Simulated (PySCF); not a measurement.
PySCF 2.14 output of an unrestricted wB97X-V calculation on a single atom or ion in x2c-QZVPPall with one added diffuse shell each of s, p, d, f type (14s10p8d5f1g, 128 functions), with the spin-free X2C one-electron Hamiltonian (Gaussian nucleus):

```
SCF conv_tol = 1e-09
number electrons alpha = 27  beta = 23
    N. Mardirossian and M. Head-Gordon.,  Phys. Chem. Chem. Phys. 16, 9904-9924 (2014)
cycle= 1 E= -6176.07470252813  delta_E= -0.0192  |g|= 0.0235  |ddm|= 0.228
cycle= 2 E= -6176.07486828842  delta_E= -0.000166  |g|= 0.00724  |ddm|= 0.0485
cycle= 3 E= -6176.07487908346  delta_E= -1.08e-05  |g|= 0.00528  |ddm|= 0.0153
cycle= 4 E= -6176.07488239885  delta_E= -3.32e-06  |g|= 0.000701  |ddm|= 0.00259
cycle= 5 E= -6176.07488262204  delta_E= -2.23e-07  |g|= 0.000107  |ddm|= 0.00226
cycle= 6 E= -6176.07488263278  delta_E= -1.07e-08  |g|= 1.44e-05  |ddm|= 0.000479
cycle= 7 E= -6176.07488263322  delta_E= -4.39e-10  |g|= 1.66e-06  |ddm|= 7.78e-05
converged SCF energy = -6176.07488263322  <S^2> = 6.0023478  2S+1 = 5.000939
```

The run itself started from symmetry-adapted Hartree-Fock orbitals and held the occupation by maximum overlap, on a logarithmic radial grid, so the iterations belong to that start.

Task: Which element, charge and spin multiplicity is this?

Result: Sn (tin, neutral), multiplicity 5; the state was [Kr] 4d10 5s1 5p3, high-spin 5S determinant (an excited configuration).
